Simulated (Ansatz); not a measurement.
`[NH2][GeH2][O]BF` + `N[SiH](O)F` → `[NH2][GeH2][O][SiH](N)F` + `OBF`  (ligand exchange at a Ge–O bond)

Program: Ansatz. Geometries: PBE0-D4/def2-TZVP. ΔE: electronic, gas phase. CBS: MP2 limit from def2 TZ/QZ plus the TZ coupled-cluster correction, frozen cores. This one scheme is used for every species. DFT in def2-TZVPP. For Ge outer-core shells are correlated without core-valence functions, which leaves a few kJ/mol of doubt a bond. Scalar relativity is left out up to krypton. One conformer a species, not always the lowest.

`[NH2][GeH2][O]BF`:

Cartesian coordinates in Å:
```
N 0.674 -1.132 1.502
Ge -0.502 -0.843 0.151
O -0.663 0.916 -0.229
B -0.072 1.575 -1.228
F -0.271 2.886 -1.337
H 1.645 -0.949 1.293
H 0.434 -0.725 2.394
H 0.016 -1.538 -1.113
H -1.902 -1.245 0.610
H 0.640 1.054 -2.045
```

`N[SiH](O)F`:

Z-matrix (Å, degrees):
```
Si
O 1 1.629
F 1 1.596 2 112.6
N 1 1.699 2 110.7 3 116.3
H 1 1.474 2 104.5 3 -115.6
H 2 0.959 1 117.0 3 -71.5
H 4 1.007 1 120.5 2 -153.1
H 4 1.006 1 121.6 2 56.5
```

`[NH2][GeH2][O][SiH](N)F`:

```xyz
13

N     1.629    1.144   -0.770
Ge    1.615    0.050    0.683
O     0.301   -1.179    0.619
Si   -1.136   -1.083   -0.105
N    -1.820    0.463    0.163
F    -1.020   -1.186   -1.697
H     0.765    1.655   -0.896
H     1.869    0.689   -1.640
H     1.347    0.891    1.937
H     2.912   -0.761    0.726
H    -1.931   -2.251    0.321
H    -1.976    0.780    1.107
H    -2.554    0.788   -0.447
```

`OBF`:

Cartesian coordinates in Å:
```
O -0.759 -0.284 0.593
B 0.385 0.145 0.032
F 0.508 0.187 -1.294
H -1.429 -0.539 -0.050
H 1.295 0.491 0.719
```

```tsv
level	ΔE (kJ/mol)	difference from CCSD(T)/CBS
PBE-D4	-15.9	-1.1
r2SCAN-D4	-15.7	-0.9
ωB97X-V	-15.2	-0.4
ωB97M-V	-15.6	-0.8
B2PLYP	-11.5	3.3
PBE	-10.7	4.1
r2SCAN	-14.1	0.7
PBE0	-11.4	3.4
HF/def2-TZVPP	-10.8	4.0
MP2/def2-TZVPP	-14.9	-0.1
SCS-MP2/def2-TZVPP	-14.3	0.5
CCSD/def2-TZVPP	-14.4	0.4
CCSD(T)/def2-TZVPP	-15.4	-0.6
HF/def2-QZVPP	-10.3	4.5
SCS-MP2/def2-QZVPP	-13.6	1.2
MP2/CBS(def2)	-14.4	0.4
CCSD(T)/CBS	-14.8	0
```

Largest T1 diagnostic among the species: 0.013.

The D4 term adds −8.0 kJ/mol with B3LYP and −4.8 kJ/mol with PBE0; it sums over pairs of atoms, weighted by their polarisabilities, and B3LYP, whose exchange is more repulsive, gets the larger term. In def2-TZVPP, CCSD(T) changes the Hartree–Fock value by −4.6 kJ/mol (the triples alone add −1.0 kJ/mol) and MP2 by −4.1 kJ/mol.

B3LYP here is the variant with VWN-RPA as its local correlation; programs differ in this.
